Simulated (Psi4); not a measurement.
AgCl (SMILES [Cl][Ag]), singlet, at a GFN2-xTB geometry (such geometries of metal compounds can be far from the true shape) (core potentials on Ag), with bond 1-2 at 2.0 times its length; Psi4 1.11 with R2SCAN/def2-SVP.

Here is a job for Psi4.
```
memory 2 GB

molecule {
0 1
  Ag    0.00000000    0.00000000   -2.79807242
  Cl    0.00000000    0.00000000    1.62357288
}

set basis def2-svp
set scf_type pk

energy('r2scan')
print_variables()
```

It wrote (shortened):

```
   => Loading Basis Set <=

    Name: DEF2-SVP
    Role: ORBITAL
    Keyword: BASIS

    !!!  WARNING: ECP capability is in beta. Please check occupations closely.  !!!

         ---------------------------------------------------------
                                   SCF
               by Justin Turney, Rob Parrish, Andy Simmonett
                          and Daniel G. A. Smith
                              RKS Reference
         ---------------------------------------------------------

  ==> Geometry <==

    Molecular point group: c2v
    Full point group: C_inf_v

    Geometry (in Angstrom), charge = 0, multiplicity = 1:

       Center              X                  Y                   Z               Mass
    ------------   -----------------  -----------------  -----------------  -----------------
         AG           0.000000000000     0.000000000000    -1.089839743938   106.905091600000
         CL           0.000000000000     0.000000000000     3.331805556062    34.968852682000

  Running in c2v symmetry.

  Rotational constants: A = ************  B =      0.03272  C =      0.03272 [cm^-1]
  Rotational constants: A = ************  B =    981.00736  C =    981.00736 [MHz]
  Nuclear repulsion =   38.656252921601379

  Charge       = 0
  Multiplicity = 1
  Electrons    = 36
  Nalpha       = 18
  Nbeta        = 18

  ==> Algorithm <==

  SCF Algorithm Type is PK.
  DIIS enabled.
  MOM disabled.
  Fractional occupation disabled.
  Guess Type is SAD.
  Energy threshold   = 1.00e-06
  Density threshold  = 1.00e-06
  Integral threshold = 1.00e-12

  ==> Primary Basis <==

  Basis Set: DEF2-SVP
    Blend: DEF2-SVP
    Number of shells: 19
    Number of basis functions: 49
    Number of Cartesian functions: 55
    Spherical Harmonics?: true
    Max angular momentum: 3

  Core potential: DEF2-SVP
    Number of shells: 4
    Number of ECP primitives: 14
    Number of ECP core electrons: 28
    Max angular momentum: 3

  ==> DFT Potential <==

   => LibXC <=

    Version 7.1.2
    S. Lehtola, C. Steigemann, M. J. T. Oliveira, and M. A. L. Marques,  SoftwareX 7, 1–5 (2018) (10.1016/j.softx.2017.11.002)

   => Composite Functional: R2SCAN <=

    r2SCAN Meta-GGA XC Functional  (0.1021/acs.jpclett.0c02405)
    J. W. Furness, A. D. Kaplan, J. Ning, J. P. Perdew, J. Sun  J. Phys. Chem. Lett.  11, 8208–8215, 2020

    Deriv               =              1
    GGA                 =           TRUE
    Meta                =           TRUE

[...]
   @RKS iter  93:  -606.52885020984036    3.69335e-01   1.54718e-02 ADIIS/DIIS
    Occupation by irrep:
             A1    A2    B1    B2
    DOCC [    10,    1,    4,    3 ]
    NA   [    10,    1,    4,    3 ]
    NB   [    10,    1,    4,    3 ]

   @RKS iter  94:  -606.89003828726766   -3.61188e-01   6.29081e-03 ADIIS/DIIS
    Occupation by irrep:
             A1    A2    B1    B2
    DOCC [     9,    1,    4,    4 ]
    NA   [     9,    1,    4,    4 ]
    NB   [     9,    1,    4,    4 ]

   @RKS iter  95:  -606.39504229796160    4.94996e-01   1.47596e-02 ADIIS/DIIS
   @RKS iter  96:  -606.87670568313206   -4.81663e-01   6.86272e-03 ADIIS/DIIS
   @RKS iter  97:  -606.86942191381229    7.28377e-03   7.21220e-03 ADIIS/DIIS
   @RKS iter  98:  -606.86327135922670    6.15055e-03   7.53152e-03 ADIIS/DIIS
   @RKS iter  99:  -606.84856735207279    1.47040e-02   8.49564e-03 ADIIS/DIIS
   @RKS iter 100:  -606.84600191303912    2.56544e-03   8.74608e-03 ADIIS/DIIS

PsiException: Could not converge SCF iterations in 100 iterations.

  Failed to converge.

Traceback (most recent call last):
  File "psi4", line 375, in <module>
  File "<string>", line 23, in <module>
  File "site-packages/psi4/driver/driver.py", line 533, in energy
  File "site-packages/psi4/driver/procrouting/proc.py", line 2760, in run_scf
  File "site-packages/psi4/driver/procrouting/proc.py", line 2047, in scf_helper
  File "site-packages/psi4/driver/procrouting/scf_proc/scf_iterator.py", line 93, in scf_compute_energy
  File "site-packages/psi4/driver/procrouting/scf_proc/scf_iterator.py", line 86, in scf_compute_energy
  File "site-packages/psi4/driver/procrouting/scf_proc/scf_iterator.py", line 609, in scf_iterate

psi4.driver.p4util.exceptions.SCFConvergenceError: Could not converge SCF iterations in 100 iterations.

Printing out the relevant lines from the Psithon --> Python processed input file:
      Cl    0.00000000    0.00000000    1.62357288
    """)
    core.IO.set_default_namespace("")
    core.set_global_option("BASIS", "def2-svp")
    core.set_global_option("SCF_TYPE", "pk")
--> energy('r2scan')
    print_variables()

!-------------------------------------------------------!
!                                                       !
!  Could not converge SCF iterations in 100 iterations. !
!                                                       !
!-------------------------------------------------------!
```

Convergence was not reached.
